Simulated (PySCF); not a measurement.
A calculated (PBE0, PySCF 2.14, x2c-TZVPPall, the spin-free X2C one-electron Hamiltonian (Gaussian nucleus)) atom or ion has these occupied shells.

```json
{"shell": "1s α", "electrons": "1", "orbital energy (eV)": "-5922.1", "rms radius, mean of both spins (bohr)": "0.0734"}
{"shell": "1s β", "electrons": "1", "orbital energy (eV)": "-5922.1", "rms radius, mean of both spins (bohr)": "0.0734"}
{"shell": "2s α", "electrons": "1", "orbital energy (eV)": "-686.31", "rms radius, mean of both spins (bohr)": "0.318"}
{"shell": "2s β", "electrons": "1", "orbital energy (eV)": "-684.67", "rms radius, mean of both spins (bohr)": "0.318"}
{"shell": "2p α", "electrons": "3", "orbital energy (eV)": "-576.68", "rms radius, mean of both spins (bohr)": "0.288"}
{"shell": "2p β", "electrons": "3", "orbital energy (eV)": "-575.27", "rms radius, mean of both spins (bohr)": "0.288"}
{"shell": "3s α", "electrons": "1", "orbital energy (eV)": "-84.720", "rms radius, mean of both spins (bohr)": "0.964"}
{"shell": "3s β", "electrons": "1", "orbital energy (eV)": "-79.903", "rms radius, mean of both spins (bohr)": "0.964"}
{"shell": "3p α", "electrons": "3", "orbital energy (eV)": "-54.593", "rms radius, mean of both spins (bohr)": "1.04"}
{"shell": "3p β", "electrons": "3", "orbital energy (eV)": "-49.380", "rms radius, mean of both spins (bohr)": "1.04"}
{"shell": "3d α", "electrons": "4", "orbital energy (eV)": "-9.210", "rms radius, mean of both spins (bohr)": "1.46"}
{"shell": "4s α", "electrons": "1", "orbital energy (eV)": "-5.870", "rms radius, mean of both spins (bohr)": "3.54"}
{"shell": "4s β", "electrons": "1", "orbital energy (eV)": "-5.026", "rms radius, mean of both spins (bohr)": "3.54"}
```

(1) Name the element and its charge.

Results:

(1) Cr (chromium, neutral), in [Ar] 3d4 4s2, high-spin 5D determinant (an excited configuration).
